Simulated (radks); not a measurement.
The numbers below are computed, except where a source is named.
Task: Radial electron density D(r) = 4 pi r^2 rho(r) of an atom or ion with 17 electrons. Level of theory: scalar-relativistic Kohn-Sham, RPBE, spin-polarised, spherical densities, finite nucleus; Fermi nuclear charge, rms radius of each element as measured or else 0.836 A^(1/3) + 0.57 fm (a radial shooting solver on a logarithmic mesh with Libxc functionals).

r (bohr),D(r) (e/bohr),spin D(r)
0.003556,2.981,-0.000111
0.004449,4.363,-0.0000106
0.005521,6.217,0.000318
0.006908,8.825,0.00125
0.008642,12.26,0.00358
0.01081,16.58,0.00909
0.01353,21.69,0.0215
0.01692,27.23,0.0486
0.02117,32.47,0.105
0.02649,36.41,0.220
0.03314,37.98,0.438
0.04146,36.66,0.829
0.05186,33.17,1.48
0.06437,29.86,2.40
0.08053,29.25,3.64
0.1007,32.77,4.93
0.126,37.98,5.82
0.1577,39.40,5.84
0.1973,33.28,4.96
0.2468,22.65,3.88
0.3088,15.57,3.56
0.3863,15.96,4.08
0.4833,18.21,4.32
0.5998,15.39,3.41
0.7504,8.250,1.77
0.9388,2.611,0.562
1.175,0.4532,0.102
1.469,0.03735,0.00926
1.838,0.001246,0.000361

What is the nuclear charge?

Result: Z = 31. The innermost maximum, from 1s, lies near gamma/Z bohr with gamma = sqrt(1 - (Z/c)^2) = 0.974, here 0.0314 bohr (found: 0.0334), and its height grows with Z. The density is that of the gallium ion Ga14+ in [He] 2s2 2p5 3s2 3p5 3d1; the configuration itself is not fixed sharply by these data, and Z only to about a unit. D(r) has 3 maxima, at r = 0.0334, 0.148, 0.487 bohr, and minima at 0.0743, 0.337 bohr, inside which lie 2.13, 9.48 electrons.
